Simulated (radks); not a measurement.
The numbers below are computed, except where a source is named.
Q: Radial electron density D(r) = 4 pi r^2 rho(r) of an atom or ion with 57 electrons. Level of theory: scalar-relativistic Kohn-Sham, PBEsol, spin-unpolarised, spherical densities, point nucleus (a radial shooting solver on a logarithmic mesh with Libxc functionals).

r (bohr),D(r) (e/bohr)
0.003947,24.93
0.004559,30.07
0.005223,35.53
0.005984,41.52
0.00691,48.27
0.007917,54.82
0.009143,61.59
0.01048,67.45
0.0121,72.59
0.01386,75.99
0.01601,77.72
0.01834,77.45
0.02118,75.42
0.02426,72.53
0.02802,69.62
0.03211,68.35
0.03678,69.74
0.04248,74.78
0.04867,82.48
0.05621,91.90
0.06439,99.26
0.07437,102.4
0.0852,99.50
0.0984,91.21
0.1127,82.00
0.1302,75.80
0.1492,76.28
0.1709,81.91
0.1974,87.92
0.2261,87.16
0.2611,76.16
0.2992,59.15
0.3455,42.16
0.3958,33.67
0.4572,33.73
0.5238,37.44
0.6049,38.61
0.693,34.37
0.8003,26.14
0.9169,18.46
1.051,13.20
1.213,10.35
1.39,8.940
1.605,7.488
1.839,5.738
2.124,3.745
2.433,2.147
2.81,1.002
3.22,0.4143
3.718,0.1371
4.26,0.04133
4.92,0.01008
5.637,0.002405

What is the nuclear charge?

A: Z = 59. The innermost maximum, from 1s, lies near gamma/Z bohr with gamma = sqrt(1 - (Z/c)^2) = 0.903, here 0.0153 bohr (found: 0.0168), and its height grows with Z. The density is that of the praseodymium ion Pr2+ in [Xe] 4f3; the configuration itself is not fixed sharply by these data, and Z only to a few units. D(r) has 4 maxima, at r = 0.0168, 0.0744, 0.209, 0.581 bohr, and minima at 0.0324, 0.138, 0.422 bohr, inside which lie 1.96, 11.15, 29.03 electrons.
